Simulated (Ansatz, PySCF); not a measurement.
C4H9FSi, SMILES C(/F)(=C/C)[SiH2]C. Atoms are numbered in the order given.

```xyz
15

C      2.8793     0.4152     0.0288
C      1.5355     0.1680    -0.5919
C      0.4253    -0.1541     0.0777
F      0.4775    -0.2726     1.4362
Si    -1.2946    -0.4682    -0.6247
C     -2.5243     0.6841     0.1993
H      3.2375     1.4316    -0.2044
H      2.8350     0.3016     1.1204
H      3.6286    -0.2902    -0.3672
H      1.4406     0.2536    -1.6799
H     -1.6729    -1.8890    -0.3655
H     -1.2159    -0.2454    -2.0983
H     -2.2918     1.7347    -0.0351
H     -3.5553     0.4743    -0.1261
H     -2.4746     0.5586     1.2926
```

Geometry: ωB97X-D3(BJ)/def2-SVP. The structure was generated by enumeration; whether it is a known compound was not checked. Other conformers were not sampled.

Vertical ionisation energy (IE) and electron affinity (EA) in eV. Rows of orbital energies are one-electron estimates. Where ΔSCF, EOM or ADC give a negative EA the extra electron is unbound and the value depends on the basis.

| level | IE | EA |
|---|---|---|
| −ε(HOMO), −ε(LUMO), CAM-B3LYP/def2-TZVP (PySCF) | ? | ? |
| −ε(HOMO), −ε(LUMO), PBE/def2-TZVP (PySCF) | 6.00 | 0.98 |
| ΔSCF, CAM-B3LYP/def2-SVPD (Ansatz), final states of multiplicity 2 and 2 | 9.38 | -1.55 |
| ΔSCF, PBE/def2-SVPD (Ansatz), final states of multiplicity 2 and 2 | 9.02 | -1.19 |

Q: What belongs in the gaps? (The exact figures need the calculation; the answer reports its results.)

A: 
- −ε(HOMO), −ε(LUMO), CAM-B3LYP/def2-TZVP (PySCF), IE: 8.52
- −ε(HOMO), −ε(LUMO), CAM-B3LYP/def2-TZVP (PySCF), EA: -1.07

Q: What vertical singlet–triplet gap does ΔSCF give with CAM-B3LYP/def2-SVPD (Ansatz, an electronic-structure program) and with PBE/def2-SVPD (Ansatz)? (Estimate from the structure and the level; the computed values follow.)

A: 4.17 and 4.18 eV (triplet above singlet where positive).
